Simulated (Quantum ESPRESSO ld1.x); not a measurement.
The numbers below are computed, except where a source is named.
Bi2+, 81 electrons, occupied as [Hg] 6p1.

Code: ld1.x of Quantum ESPRESSO 7.5. Model: Dirac Kohn-Sham, BP86, spin-unpolarised, spherical densities, point nucleus; open shells are shared between the two j in proportion to 2j + 1.

Energy parts (hartree):
total: -21582.99
kinetic: 25249.92
electron-nucleus: -54678.03
Hartree: 8245.67
exchange-correlation: -400.54

Orbitals (lengths in bohr, moments of r in powers of bohr):
orbital      occ.  eigenvalue (hartree)      <r^2>   <1/r>      <r>       <r^4>  small-component weight
1s1/2           2              -3327.67  0.0003459   103.4  0.01578   3.324e-07                1.01e-01
2s1/2           2              -597.860   0.005184   25.62  0.06575  0.00004740                2.33e-02
2p1/2           2              -574.376   0.003642   25.54  0.05388  0.00002788                2.34e-02
2p3/2           4              -489.080   0.004822   20.24  0.06292  0.00004564                2.05e-02
3s1/2           2              -144.792    0.03358   9.386   0.1710    0.001708                7.84e-03
3p1/2           2              -134.193    0.03049   9.291   0.1615    0.001477                7.79e-03
3p3/2           4              -115.096    0.03680   7.903   0.1780    0.002121                6.95e-03
3d3/2           4              -97.7596    0.02802   7.803   0.1545    0.001385                6.84e-03
3d5/2           6              -93.7128    0.02972   7.497   0.1595    0.001542                6.61e-03
4s1/2           2              -33.7324     0.1604   3.990   0.3768     0.03711                2.72e-03
4p1/2           2              -29.1262     0.1625   3.878   0.3777     0.03901                2.62e-03
4p3/2           4              -24.4199     0.1933   3.399   0.4124     0.05504                2.29e-03
4d3/2           4              -16.9381     0.2000   3.204   0.4161     0.06285                2.09e-03
4d5/2           6              -16.0601     0.2105   3.096   0.4271     0.06956                2.01e-03
4f5/2           6              -6.35407     0.2291   2.766   0.4380      0.1013                1.65e-03
4f7/2           8              -6.15228     0.2355   2.725   0.4442      0.1071                1.62e-03
5s1/2           2              -6.43212     0.7743   1.670   0.8313      0.8597                7.46e-04
5p1/2           2              -4.83586     0.8827   1.548   0.8851       1.148                6.58e-04
5p3/2           4              -3.92836      1.071   1.372   0.9745       1.698                5.54e-04
5d3/2           4              -1.70426      1.671   1.093    1.203       4.622                3.66e-04
5d5/2           6              -1.59307      1.790   1.053    1.245       5.330                3.43e-04
6s1/2           2              -1.13408      4.795  0.6229    2.069       33.86                1.30e-04
6p1/2    0.333333              -0.78583      6.615  0.5247    2.424       66.01                9.25e-05
6p3/2    0.666667              -0.68519      8.058  0.4696    2.678       97.21                7.61e-05

The highest occupied level is 6p3/2 at -18.645 eV. For comparison, the ionisation energy in NIST's Atomic Spectra Database is 25.571 eV (measured). In exact Kohn-Sham theory the highest level is minus the ionisation energy, but local and semilocal functionals leave it too shallow, through self-interaction and a potential that decays too fast; potentials with the right tail come closer.

Beside tabulated values, note that spin-unpolarised runs miss the spin-polarisation part of the exchange energy of open shells.
